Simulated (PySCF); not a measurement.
An unknown is described by computed data only.

Formula: C6H12N; charge +1.

| Item | Value |
| --- | --- |
| NMR, other nuclei | isotropic shieldings of nuclei other than C and H, by class: 13 (1 N) ppm [GIAO KT2/pcSseg-1] |
| Triplet | lowest triplet excitation (Tamm–Dancoff): 3.98 eV [TDA CAM-B3LYP/def2-SVPD] |
| 13C NMR | chemical shifts (computed TMS as zero) by class: 158.1 (1 C), 134.0 (1 C), 124.1 (1 C), 69.6 (1 C), 49.1 (1 C), 33.3 (1 C) ppm [GIAO KT2/pcSseg-1] |
| UV, strongest line | among the 10 lowest singlet transitions: S5 at 7.42 eV (167 nm, f = 0.273) [TDDFT CAM-B3LYP/def2-SVPD] |
| UV, first state | lowest singlet excitation: 4.46 eV (278 nm, f = 0.061) [TDDFT CAM-B3LYP/def2-SVPD] |
| Polarisability | 76.1 au [CAM-B3LYP/def2-SVPD] |
| Valence photoelectron | vertical ionisation energy: 13.78 eV [ΔSCF CAM-B3LYP/def2-SVPD] |
| 1H NMR | chemical shifts (computed TMS as zero) by class: 7.37 (1 H), 7.26 (1 H), 6.29 (1 H), 6.04 (1 H), 5.58 (1 H), 3.82 (3 H), 3.81 (2 H), 2.72 (2 H) ppm [GIAO KT2/pcSseg-1] |
| Rotational structure | rotational constants A, B, C: 4.635, 1.650, 1.452 GHz [PBE0-D3(BJ)/def2-SVP] |

Gas-phase values; electronic properties from PySCF, density fitting. Levels stand in brackets. One conformer (not necessarily the lowest) at the PBE0-D3(BJ)/def2-SVP geometry, without solvent, vibrations or thermal averaging. NMR values are class means; diastereotopic atoms form classes of their own.

Task: What is the compound? Reason from the data.

Result: Numbering: `[CH2:1]=[CH:2][CH2:3][CH2:4][N+:5](=[CH2:6])[CH3:7]`. 6 carbons fall into 6 classes; from least to most shielded: C=N carbon [C6] (158.1 ppm), terminal =CH2 carbon [C1] (134.0 ppm), alkene CH carbon [C2] (124.1 ppm), sp3 carbon bound to nitrogen [C4] (69.6 ppm), N-methyl carbon [C7] (49.1 ppm), allylic carbon [C3] (33.3 ppm). Hydrogen classes from least to most shielded: 1 H on a C=N carbon, C6 (7.37 ppm), 1 H on a C=N carbon, C6 (7.26 ppm), 1 H on a terminal =CH2 carbon, C1 (6.29 ppm), 1 H on a terminal =CH2 carbon, C1 (6.04 ppm), 1 H on an alkene CH carbon, C2 (5.58 ppm), 3 H on an N-methyl carbon, C7 (3.82 ppm), 2 H on an sp3 carbon bound to nitrogen, C4 (3.81 ppm, a mean of values up to 0.8 ppm apart in this geometry), 2 H on an allylic carbon, C3 (2.72 ppm). The other shieldings belong to: 13 ppm, iminium nitrogen [N5]. S1 is mainly HOMO→LUMO (weight 0.99); the largest Löwdin shares of the orbital it empties are 0.38 on the alkene CH carbon, 0.37 on the terminal =CH2 carbon and 0.06 on the allylic carbon, of the orbital it fills 0.43 on the C=N carbon, 0.31 on the iminium nitrogen, 0.07 on a hydrogen on a C=N carbon and 0.06 on a hydrogen on a C=N carbon. The optimised geometry has point group C1 and is an asymmetric top. Structure: `C=CCC[N+](=C)C`. Computed isomers that give other values at the same levels: `C=C=C[N+](C)(C)C` (smallest rotational constant: 1.637 GHz; this holds for the one conformer computed). The assignments are read from this structure; whether some other isomer fits the data as well wasn't checked.

Conformer computed: `[CH2:1]=[CH:2][CH2:3][CH2:4][N+:5](=[CH2:6])[CH3:7]`: C1–C2–C3–C4 94°, C2–C3–C4–N5 55°, C3–C4–N5–C6 -93°.
